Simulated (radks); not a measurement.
Question: Neutral ytterbium, configuration [Xe] 4f14 6s2 (the NIST ground configuration). Method: Dirac Kohn-Sham, PBE, spin-unpolarised, spherical densities, finite nucleus; Fermi nuclear charge, rms radius 5.3108 fm; computed with a radial shooting solver on a logarithmic mesh with Libxc functionals. Some entries of the table are withheld. Estimate them.

| orbital | occ. | eigenvalue (hartree) | <r> (bohr) |
|---|---|---|---|
| 1s1/2 | 2 | -2247.225 | (1) |
| 2s1/2 | 2 | -380.5217 | 0.08275 |
| 2p1/2 | 2 | -362.9947 | 0.06872 |
| 2p3/2 | 4 | -324.5180 | 0.07622 |
| 3s1/2 | 2 | -85.76658 | 0.2163 |
| 3p1/2 | 2 | (2) | 0.2061 |
| 3p3/2 | 4 | (3) | 0.2201 |
| 3d3/2 | 4 | -56.65778 | 0.1935 |
| 3d5/2 | 6 | -54.87343 | 0.1978 |
| 4s1/2 | 2 | -16.87259 | 0.4878 |
| 4p1/2 | 2 | -13.73673 | 0.4956 |
| 4p3/2 | 4 | -11.88829 | 0.5280 |
| 4d3/2 | 4 | -6.72837 | (4) |
| 4d5/2 | 6 | -6.39186 | (5) |
| 5s1/2 | 2 | -2.01400 | 1.209 |
| 5p1/2 | 2 | -1.16837 | 1.369 |
| 5p3/2 | 4 | -0.94486 | 1.489 |
| 6s1/2 | 2 | -0.14416 | 3.926 |
| 4f5/2 | 6 | -0.13826 | 0.7780 |
| 4f7/2 | 8 | -0.08989 | 0.8042 |

Answer: 
(1) 1s1/2 <r> (bohr): 0.01966
(2) 3p1/2 eigenvalue (hartree): -78.02152
(3) 3p3/2 eigenvalue (hartree): -69.85465
(4) 4d3/2 <r> (bohr): 0.5534
(5) 4d5/2 <r> (bohr): 0.5649
